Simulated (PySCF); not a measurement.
2 AlF₂ → AlF + AlF₃

Level: PBE0 in the def2-TZVP basis family, all electrons, no relativity, computed in PySCF with density fitting; open shells unrestricted.

```json
{"species": "AlF₂", "state and structure": "doublet, C2v, Al–F 1.647 Å (×2); F–Al–F 119.6°", "E (Eh)": "-442.01849", "ZPE (kJ/mol)": "11.3", "H(298 K) − H(0) (kJ/mol)": "11.7", "S° (J/(mol K))": "265.5"}
{"species": "AlF", "state and structure": "singlet, C∞v, Al–F 1.664 Å", "E (Eh)": "-342.17359", "ZPE (kJ/mol)": "4.7", "H(298 K) − H(0) (kJ/mol)": "8.9", "S° (J/(mol K))": "215.2"}
{"species": "AlF₃", "state and structure": "singlet, D3h, Al–F 1.629 Å (×3)", "E (Eh)": "-541.93207", "ZPE (kJ/mol)": "20.3", "H(298 K) − H(0) (kJ/mol)": "14.2", "S° (J/(mol K))": "277.8"}
```

Task: What is the electronic reaction energy?

Result: At PBE0/def2-TZVP, ΔE = -180.3 kJ/mol from the differences of the total energies times 2625.5, downhill. The bond broken in AlF₂ is weaker than the one that a second molecule gains.

Task: Add zero-point, thermal and entropy terms for 298.15 K and 1 bar.

Result: ΔZPE = 2.4 and Δ[H(298) − H(0)] = -0.3 kJ/mol give ΔH° = -178.2 kJ/mol. ΔS° = -38.0 J/(mol K), so ΔG° = -178.2 − 298.15 × (-0.0380) = -167 kJ/mol.

Each species is the lowest minimum found with this bonding; other isomers or fragments can lie lower.
